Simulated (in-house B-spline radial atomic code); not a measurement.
Configurations of Xe III (Xe2+), with energies counted from [Kr] 4d10 5s2 5p4. Level of theory: scalar-relativistic (X2C) r2SCAN0, spin-polarised, spherical fractional occupations, exact exchange averaged over the configuration, Fermi nucleus of rms radius 4.7859 fm; calculated with a radial B-spline atomic code at the basis-set limit. Shells without spins written out take the highest spin.

Occupations are held fixed; configurations that lie above the ionisation limit could autoionise.

```csv
configuration,E - E(ref) (eV),highest orbital,its <r> (bohr)
[Kr] 4d10 4f1 5s2 5p3,19.755,4f up,2.996
[Kr] 4d9 5s2 5p4 6s1,74.864,6s up,3.971
[Kr] 4d9 5s2 5p4 6d1,82.305,6d up,6.396
[Ar] 3d9 4s2 4p6 4d10 5s2 5p4 6f1,699.62,6f up,10.83
```

Question: Order these further configurations by energy, lowest first.
A. [Kr] 4d9 5s2 5p4 5f1
B. [Kr] 4d10 5s1 5p4 6s1
C. [Ar] 3d9 4s2 4p6 4d10 5s2 5p4 6d1
D. [Kr] 4d10 4f1 5s1 5p4
E. [Kr] 4d9 5s2 5p4 5d1

Answer: B (27.789 eV), D (32.682 eV), E (73.324 eV), A (83.67 eV), C (695.74 eV).
